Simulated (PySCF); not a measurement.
A run for PySCF: R-M06-2X/6-31G* on CH3NO (a complex), monomers drawn apart or pushed together.

```python
from pyscf import gto, scf, dft, mp
from pyscf.data.elements import chemcore

mol = gto.M(
    atom='''
    N    -0.12997870   -0.12656687   -0.16964625
    H    -0.35564715    0.83948725    0.03754899
    H    -0.91526728   -0.69402891    0.12766004
    H     0.66495904   -0.38287252    0.40425204
    C     0.58038028   -0.16774201    3.63634007
    O    -0.28947286    0.17562489    4.26166074
    ''',
    basis='6-31g*',
    cart=True,
    charge=0, spin=0, verbose=3, max_memory=1800)
mf = dft.RKS(mol, xc='m062x')
mf.conv_tol = 1e-8
mf.max_cycle = 100
mf.kernel()
if not mf.converged:
    mf = mf.newton().run(mf.mo_coeff, mf.mo_occ)
```

Program output:

```
converged SCF energy = -169.784654223221
```

Self-consistency was reached.

Cost: about 1.4 core-seconds (a rough figure).
